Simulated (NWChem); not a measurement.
System: SiBiH$_{3}$F$_{2}$; SMILES [F][Bi]([F])[SiH3]

NWChem input:

```
start job
memory heap 200 mb stack 900 mb global 1100 mb
geometry units angstroms noautosym nocenter noautoz
  Bi    -0.048455     0.429983     0.186403
  F      1.565136     0.517407    -1.057494
  F     -1.476556     0.486231    -1.268227
  Si    -0.011538    -2.264865     0.043001
  H     -1.268389    -2.825813     0.629061
  H      1.160995    -2.802127     0.800906
  H      0.094015    -2.626091    -1.399094
end
basis spherical
  * library def2-svpd
end
ecp
  Bi library def2-ecp
end
dft
  xc xpbe96 cpbe96
  iterations 150
end
property
  response 1 0.0
end
task dft property
```

Excerpt of the output:

```
             Northwest Computational Chemistry Package (NWChem) 7.3.0
             --------------------------------------------------------

                             Geometry "geometry" -> ""
                             -------------------------

 Output coordinates in angstroms (scale by  1.889725989 to convert to a.u.)

  No.       Tag          Charge          X              Y              Z
 ---- ---------------- ---------- -------------- -------------- --------------
    1 Bi                  83.0000    -0.04845500     0.42998300     0.18640300
    2 F                    9.0000     1.56513600     0.51740700    -1.05749400
    3 F                    9.0000    -1.47655600     0.48623100    -1.26822700
    4 Si                  14.0000    -0.01153800    -2.26486500     0.04300100
    5 H                    1.0000    -1.26838900    -2.82581300     0.62906100
    6 H                    1.0000     1.16099500    -2.80212700     0.80090600
    7 H                    1.0000     0.09401500    -2.62609100    -1.39909400

 Effective nuclear repulsion energy (a.u.)     729.5920351453

                                 NWChem DFT Module
                                 -----------------

 Summary of "ao basis" -> "ao basis" (spherical)
 ------------------------------------------------------------------------------
       Tag                 Description            Shells   Functions and Types
 ---------------- ------------------------------  ------  ---------------------
 Bi                        def2-svpd                12       32   5s4p3d
 F                         def2-svpd                 9       23   4s3p2d
 Si                        def2-svpd                10       24   5s3p2d
 H                         def2-svpd                 4        8   2s2p

            General Information
            -------------------
          SCF calculation type: DFT
          Wavefunction type:  closed shell.
          No. of atoms     :     7
          No. of electrons :    58
           Alpha electrons :    29
            Beta electrons :    29
          Charge           :     0
          Spin multiplicity:     1
          Use of symmetry is: off; symmetry adaption is: off
          Maximum number of iterations: 150
          AO basis - number of functions:   126
                     number of shells:    52
          Convergence on energy requested:  1.00D-06
          Convergence on density requested:  1.00D-05
          Convergence on gradient requested:  5.00D-04

              XC Information
              --------------
          PerdewBurkeErnzerhof Exchange Functional  1.000
            Perdew 1991 LDA Correlation Functional  1.000 local
           PerdewBurkeErnz. Correlation Functional  1.000 non-local

             Grid Information
             ----------------
          Grid used for XC integration:  medium
          Radial quadrature: Mura-Knowles
          Angular quadrature: Lebedev.
          Tag              B.-S. Rad. Rad. Pts. Rad. Cut. Ang. Pts.
          ---              ---------- --------- --------- ---------
          Bi                  1.60      123          11.0       590
          F                   0.50       49          12.0       434
          Si                  1.10       88          12.0       590
          H                   0.35       45          13.0       434
          Grid pruning is: on
          Number of quadrature shells:   444
          Spatial weights used:  Erf1

      Superposition of Atomic Density Guess
      -------------------------------------

 Sum of atomic energies:        -734.24968296

      Non-variational initial energy
      ------------------------------

 Total energy =    -702.495092
 1-e energy   =   -1566.261969
 2-e energy   =     606.459144
 HOMO         =      -0.247897
 LUMO         =      -0.035522

   convergence    iter        energy       DeltaE   RMS-Dens  Diis-err
 ---------------- ----- ----------------- --------- --------- ---------
 d= 0,ls=0.0,diis     1   -704.9399092239 -9.62D+02  3.08D-02  1.31D+00
 d= 0,ls=0.0,diis     2   -702.7611008460  2.18D+00  2.16D-02  2.25D+01
 d= 0,ls=0.0,diis     3   -705.1086540542 -2.35D+00  3.81D-03  6.47D-02
 d= 0,ls=0.0,diis     4   -705.1135707587 -4.92D-03  1.80D-03  1.99D-02
 d= 0,ls=0.0,diis     5   -705.1168634416 -3.29D-03  4.23D-04  6.24D-04
  Resetting Diis
 d= 0,ls=0.0,diis     6   -705.1169314258 -6.80D-05  1.89D-04  2.88D-04
 d= 0,ls=0.0,diis     7   -705.1169913481 -5.99D-05  5.03D-05  6.60D-06
 d= 0,ls=0.0,diis     8   -705.1169871559  4.19D-06  3.15D-05  5.01D-05
 d= 0,ls=0.0,diis     9   -705.1169921473 -4.99D-06  6.82D-06  3.59D-07
 d= 0,ls=0.0,diis    10   -705.1169922058 -5.85D-08  1.66D-06  7.84D-08

         Total DFT energy =     -705.116992205782
      One electron energy =    -1568.022723012585
           Coulomb energy =      665.336195396110
    Exchange-Corr. energy =      -59.738197126436
 Nuclear repulsion energy =      257.307732537129

 Numeric. integr. density =       58.000017459340

                       DFT Final Molecular Orbital Analysis
                       ------------------------------------

[...]

 DFT Linear Response polarizability / au
 Frequency  =       0.0000000 / au
              X              Y              Z
 -----------------------------------------------
 X      69.4506137     -0.3806618      0.1958874
 Y      -0.3806677    106.5946679      0.1429691
 Z       0.1958882      0.1428845     66.6101312
 -----------------------------------------------
 Eigenvalues =      69.4603738    106.5990654     66.5959736
 Isotropic   =      80.8851376
 Anisotropic =      38.6505794
 -----------------------------------------------

 Magnetic Dipole Response Matrix (nonzero elements):

 Exiting AOResponse driver routine
```

Level: PBE/def2-SVPD with def2 effective core potentials on Bi. Coordinates come from a PBE0/def2-SVP optimisation. def2 effective core potentials on Bi; no spin-orbit coupling.
